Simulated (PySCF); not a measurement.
Bi(Cl)(Me)2 (C2H6BiCl), SMILES [CH3][Bi]([CH3])[Cl]. Atoms are numbered in the order given.

```xyz
10

Bi     0.2639     0.3314     0.0000
Cl    -2.1688    -0.2979     0.0000
C      0.8051    -1.1678     1.6432
H      1.8769    -1.4073     1.5732
H      0.1998    -2.0685     1.4759
H      0.5768    -0.7372     2.6276
C      0.8051    -1.1678    -1.6432
H      0.5768    -0.7372    -2.6276
H      0.1998    -2.0685    -1.4759
H      1.8769    -1.4073    -1.5732
```

Geometry optimised at B3LYP-D3(BJ)/def2-SVP. The structure was generated by enumeration; whether it is a known compound was not checked. The def2 effective core potentials stand for the cores of Bi; spin–orbit coupling is left out.

Method: PBE/def2-TZVP run with PySCF.

ESP charges are fitted to the potential on shells at 1.4 to 2.0 van der Waals radii. Atomic charges (e):

```json
[
 {"atom": "Bi1", "Mulliken": "[?]", "ESP fit": "0.41", "Löwdin": "0.58"},
 {"atom": "Cl2", "Mulliken": "[?]", "ESP fit": "-0.29", "Löwdin": "-0.16"},
 {"atom": "C3", "Mulliken": "[?]", "ESP fit": "-0.49", "Löwdin": "-0.55"},
 {"atom": "H4", "Mulliken": "[?]", "ESP fit": "0.15", "Löwdin": "0.11"},
 {"atom": "H5", "Mulliken": "[?]", "ESP fit": "0.14", "Löwdin": "0.11"},
 {"atom": "H6", "Mulliken": "[?]", "ESP fit": "0.14", "Löwdin": "0.11"},
 {"atom": "C7", "Mulliken": "[?]", "ESP fit": "-0.49", "Löwdin": "-0.55"},
 {"atom": "H8", "Mulliken": "[?]", "ESP fit": "0.14", "Löwdin": "0.11"},
 {"atom": "H9", "Mulliken": "[?]", "ESP fit": "0.14", "Löwdin": "0.11"},
 {"atom": "H10", "Mulliken": "[?]", "ESP fit": "0.15", "Löwdin": "0.11"}
]
```

Problem. Complete the blanks. (Estimate from the structure and the level; the computed values follow.)

Solution. 
- Bi1, Mulliken: 0.73
- Cl2, Mulliken: -0.40
- C3, Mulliken: -0.58
- H4, Mulliken: 0.13
- H5, Mulliken: 0.15
- H6, Mulliken: 0.14
- C7, Mulliken: -0.58
- H8, Mulliken: 0.14
- H9, Mulliken: 0.15
- H10, Mulliken: 0.13
